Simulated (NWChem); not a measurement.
System: H$_{3}$O cation; SMILES [OH3+]

```xyz
4

O      0.0000     0.0000     0.0788
H      0.6693     0.6693    -0.2074
H      0.2450    -0.9143    -0.2074
H     -0.9143     0.2450    -0.2074
```
Atoms are numbered in this order, from 1.

Coordinates come from a B3LYP/6-31G* (spherical d) optimisation.

Q: List the 6 lowest vertical singlet excitations from B3LYP/def2-SVPD, TDA (NWChem).

A: 
| state | energy (eV) | oscillator strength | leading excitation (squared amplitude) |
|---|---|---|---|
| S1 | 11.32 | 0.041 | HOMO → LUMO (0.99) |
| S2 | 13.49 | 0.016 | HOMO → LUMO+1 (0.99) |
| S3 | 13.49 | 0.016 | HOMO → LUMO+2 (0.99) |
| S4 | 16.25 | 0.000 | HOMO → LUMO+3 (0.93) |
| S5 | 16.28 | 0.000 | HOMO → LUMO+5 (0.97) |
| S6 | 16.28 | 0.000 | HOMO → LUMO+4 (0.97) |
